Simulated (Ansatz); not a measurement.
Start from `[OH][Zr]([F])([F])[F]` and change one atom or group to get `[NH2][Zr]([F])([F])[F]`.

Ansatz, PBE0-D4/def2-TZVP geometries, multiplicity 1. Each molecule was computed in one conformer, which needn't be the lowest.

Elements past krypton have def2 core potentials.

```tsv
property	`[OH][Zr]([F])([F])[F]`
LUMO energy (ωB97M-V/def2-TZVPP) / eV	0.35
LUMO energy (B3LYP/def2-TZVPP) / eV	-0.89
size of the dipole moment (ωB97M-V/def2-TZVPP) / D	2.64
HOMO–LUMO gap (PBE0/def2-TZVPP) / eV	9.66
HOMO–LUMO gap (PBE/def2-TZVPP) / eV	6.98
size of the dipole moment (B3LYP/def2-TZVPP) / D	2.66
```

Task: What does the change do to each property? (Estimate.)

Result: Ansatz gave: 
```
                                          property  `[NH2][Zr]([F])([F])[F]`  shift
             LUMO energy (ωB97M-V/def2-TZVPP) / eV                      0.40   0.05
               LUMO energy (B3LYP/def2-TZVPP) / eV                     -1.30  -0.41
size of the dipole moment (ωB97M-V/def2-TZVPP) / D                      2.42  -0.22
              HOMO–LUMO gap (PBE0/def2-TZVPP) / eV                      7.17  -2.49
               HOMO–LUMO gap (PBE/def2-TZVPP) / eV                      4.79  -2.19
  size of the dipole moment (B3LYP/def2-TZVPP) / D                      2.50  -0.16
```

With PBE0 the HOMO rises by 2.08 eV and the LUMO falls by 0.43 eV, so the gap narrows by about 2.51 eV. PBE moves the HOMO by 1.77 eV and ωB97M-V by 2.20 eV. Dipoles are sizes alone; their direction can turn.

B3LYP here is the variant with VWN-RPA as its local correlation; programs differ in this.
